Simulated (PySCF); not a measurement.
tert-butanol (C4H10O), singlet, geometry from GFN2-xTB; DF-PBE0/6-311++G** in PySCF.

The PySCF input:
```python
from pyscf import gto, scf, dft
import numpy

mol = gto.Mole()
mol.atom = '''
    C    -0.09595435   -1.37900221   -0.63235794
    C    -0.00858858    0.00214056    0.02848589
    C    -0.50866758    1.07957765   -0.94154145
    C     1.42871705    0.29720240    0.45618667
    O    -0.78289461    0.02189772    1.21917324
    H     0.54676794   -1.42221073   -1.50718596
    H     0.21686821   -2.14623198    0.07195239
    H    -1.11835375   -1.59064795   -0.94283205
    H    -0.48794541    2.05242328   -0.45605771
    H     0.12084258    1.11507526   -1.82626732
    H    -1.53138047    0.86979942   -1.25225042
    H     2.08967227    0.29979049   -0.40550846
    H     1.76209921   -0.45800822    1.16245756
    H     1.47267483    1.26612584    0.94563571
    H    -1.70112776   -0.16080754    0.99203142
'''
mol.basis = '6-311++g**'
mol.verbose = 4
mol.build()
print('smallest overlap eigenvalue', numpy.linalg.eigvalsh(mol.intor('int1e_ovlp'))[0])

mf = dft.RKS(mol)
mf.xc = 'pbe0'
mf = mf.density_fit(auxbasis='def2-universal-jkfit')
mf = scf.addons.remove_linear_dep_(mf, threshold=1e-2, lindep=1e-2)
mf.kernel()
```

It wrote (shortened):

```
PySCF version 2.14.0

[INPUT] verbose = 4
[INPUT] num. atoms = 15
[INPUT] num. electrons = 42
[INPUT] charge = 0
[INPUT] spin (= nelec alpha-beta = 2S) = 0
[INPUT] symmetry False subgroup None
[INPUT] Mole.unit = angstrom
[INPUT] Symbol           X                Y                Z      unit          X                Y                Z       unit  Magmom
[...]
nuclear repulsion = 199.913293823419
number of shells = 100
number of NR pGTOs = 265
number of NR cGTOs = 180
basis = 6-311++g**
ecp = {}
input.py:30: DeprecationWarning: remove_linear_dep_ is deprecated and will be removed in a future release. Linear dependency handling is now built into the SCF procedure by default. Linear dependency removal can be controlled using the following settings:
  pyscf.scf.hf.remove_overlap_zero_eigenvalue = True
  pyscf.scf.hf.overlap_zero_eigenvalue_threshold = 1e-6

  mf = scf.addons.remove_linear_dep_(mf, threshold=1e-2, lindep=1e-2)
smallest overlap eigenvalue 3.1535705193072416e-05
Applying remove_linear_dep_ on SCF object.
Using canonical orthogonalization with threshold 0.01

******** <class 'pyscf.df.df_jk.DFRKS'> ********
method = DFRKS
initial guess = minao
damping factor = 0
level_shift factor = 0
DIIS = <class 'pyscf.scf.diis.CDIIS'>
diis_start_cycle = 1
diis_space = 8
diis_damp = 0
SCF conv_tol = 1e-09
SCF conv_tol_grad = None
SCF max_cycles = 50
direct_scf = False
XC library pyscf.dft.libxc version 7.1.2
    S. Lehtola, C. Steigemann, M. J. T. Oliveira, and M. A. L. Marques,  SoftwareX 7, 1–5 (2018)
XC functionals = pbe0
    C. Adamo and V. Barone,  J. Chem. Phys. 110, 6158 (1999)
    M. Ernzerhof and G. E. Scuseria,  J. Chem. Phys. 110, 5029 (1999)
radial grids:
    Treutler-Ahlrichs [JCP 102, 346 (1995); DOI:10.1063/1.469408] (M4) radial grids

becke partition: Becke, JCP 88, 2547 (1988); DOI:10.1063/1.454033
pruning grids: <function nwchem_prune>
grids dens level: 3
symmetrized grids: False
atomic radii adjust function: <function treutler_atomic_radii_adjust>
small_rho_cutoff = 0
Set gradient conv threshold to 3.16228e-05
Initial guess from minao.
tot grids = 168640
******** <class 'pyscf.df.df.DF'> ********
auxbasis = def2-universal-jkfit
init E= -233.736968085651
[...]
cycle= 1 E= -233.358540759146  delta_E= 0.378  |g|= 0.707  |ddm|= 3.62
[...]
cycle= 2 E= -233.268820080892  delta_E= 0.0897  |g|=    1  |ddm|= 0.972
[...]
cycle= 3 E= -233.458201338635  delta_E= -0.189  |g|= 0.115  |ddm|= 0.594
[...]
[...]
[...]
cycle= 23 E= -233.460855904839  delta_E= -3.17e-07  |g|= 0.00689  |ddm|= 0.000406
[...]
cycle= 24 E= -233.460855918885  delta_E= -1.4e-08  |g|= 0.00691  |ddm|= 0.000993
[...]
cycle= 25 E= -233.46085514191  delta_E= 7.77e-07  |g|= 0.00691  |ddm|= 0.00123
[...]
cycle= 26 E= -233.460856393899  delta_E= -1.25e-06  |g|= 0.00658  |ddm|= 0.00101
[...]
cycle= 27 E= -233.460855914745  delta_E= 4.79e-07  |g|= 0.00677  |ddm|= 0.00098
[...]
cycle= 28 E= -233.460859532843  delta_E= -3.62e-06  |g|= 0.00567  |ddm|= 0.00741
[...]
cycle= 29 E= -233.460855694827  delta_E= 3.84e-06  |g|= 0.00687  |ddm|= 0.00742
[...]
cycle= 30 E= -233.460856220129  delta_E= -5.25e-07  |g|= 0.0068  |ddm|= 0.00111
[...]
cycle= 31 E= -233.460855319359  delta_E= 9.01e-07  |g|= 0.00701  |ddm|= 0.00104
[...]
cycle= 32 E= -233.460855051863  delta_E= 2.67e-07  |g|= 0.00725  |ddm|= 0.000979
[...]
cycle= 33 E= -233.460856139416  delta_E= -1.09e-06  |g|= 0.00683  |ddm|= 0.00125
[...]
cycle= 34 E= -233.460854900293  delta_E= 1.24e-06  |g|= 0.00705  |ddm|= 0.00102
[...]
cycle= 35 E= -233.460856012101  delta_E= -1.11e-06  |g|= 0.00678  |ddm|= 0.000906
[...]
cycle= 36 E= -233.46085563202  delta_E= 3.8e-07  |g|= 0.00695  |ddm|= 0.000642
[...]
cycle= 37 E= -233.460858239861  delta_E= -2.61e-06  |g|= 0.00598  |ddm|= 0.00767
[...]
cycle= 38 E= -233.460855829229  delta_E= 2.41e-06  |g|= 0.0068  |ddm|= 0.00774
[...]
cycle= 39 E= -233.460856115238  delta_E= -2.86e-07  |g|= 0.00689  |ddm|= 0.00128
[...]
cycle= 40 E= -233.460855640922  delta_E= 4.74e-07  |g|= 0.00698  |ddm|= 0.00104
[...]
cycle= 41 E= -233.460855535438  delta_E= 1.05e-07  |g|= 0.00698  |ddm|= 0.000289
[...]
cycle= 42 E= -233.460855916803  delta_E= -3.81e-07  |g|= 0.00695  |ddm|= 0.000609
[...]
cycle= 43 E= -233.460855773659  delta_E= 1.43e-07  |g|= 0.00695  |ddm|= 0.000358
[...]
cycle= 44 E= -233.460855893768  delta_E= -1.2e-07  |g|= 0.00686  |ddm|= 0.000673
[...]
cycle= 45 E= -233.460856936643  delta_E= -1.04e-06  |g|= 0.0064  |ddm|= 0.00115
[...]
cycle= 46 E= -233.460861851919  delta_E= -4.92e-06  |g|= 0.00428  |ddm|= 0.00637
[...]
cycle= 47 E= -233.460856195927  delta_E= 5.66e-06  |g|= 0.00657  |ddm|= 0.00622
[...]
cycle= 48 E= -233.460856614035  delta_E= -4.18e-07  |g|= 0.00667  |ddm|= 0.00127
[...]
cycle= 49 E= -233.460856176055  delta_E= 4.38e-07  |g|= 0.00671  |ddm|= 0.00113
[...]
cycle= 50 E= -233.460856196028  delta_E= -2e-08  |g|= 0.00671  |ddm|= 7.3e-05
SCF not converged.
SCF energy = -233.460856196028
```

The run did not converge; its last values are not results.
